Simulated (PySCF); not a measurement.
C3H9Al, SMILES [CH3][Al]([CH3])[CH3]. The structure is a stationary point at PBE-D3(BJ)/def2-SVP. The isomer is the one that the SMILES or the coordinates give; other isomers of the formula were not compared.

Task: Give the equilibrium geometry at PBE-D3(BJ)/def2-SVP (PySCF confirms it by a frequency run) as bond lengths and angles. (An estimate is asked for; the answer gives what the named calculation found.)

Result: 
Atoms: Al1 C2 H3 H4 H5 C6 H7 H8 H9 C10 H11 H12 H13. Bond lengths (Å): Al1–C2 1.973, Al1–C6 1.973, Al1–C10 1.973, C2–H3 1.113, C2–H4 1.112, C2–H5 1.109, C6–H7 1.112, C6–H8 1.113, C6–H9 1.109, C10–H11 1.109, C10–H12 1.113, C10–H13 1.112. Angles (°): C2–Al1–C6 120.0, C2–Al1–C10 120.0, C6–Al1–C10 120.0, Al1–C2–H3 110.8, Al1–C2–H4 110.9, Al1–C2–H5 113.9, H3–C2–H4 105.6, H3–C2–H5 107.6, H4–C2–H5 107.6, Al1–C6–H7 110.9, Al1–C6–H8 110.8, Al1–C6–H9 113.9, H7–C6–H8 105.6, H7–C6–H9 107.6, H8–C6–H9 107.6, Al1–C10–H11 113.9, Al1–C10–H12 110.8, Al1–C10–H13 110.9, H11–C10–H12 107.6, H11–C10–H13 107.6, H12–C10–H13 105.6.
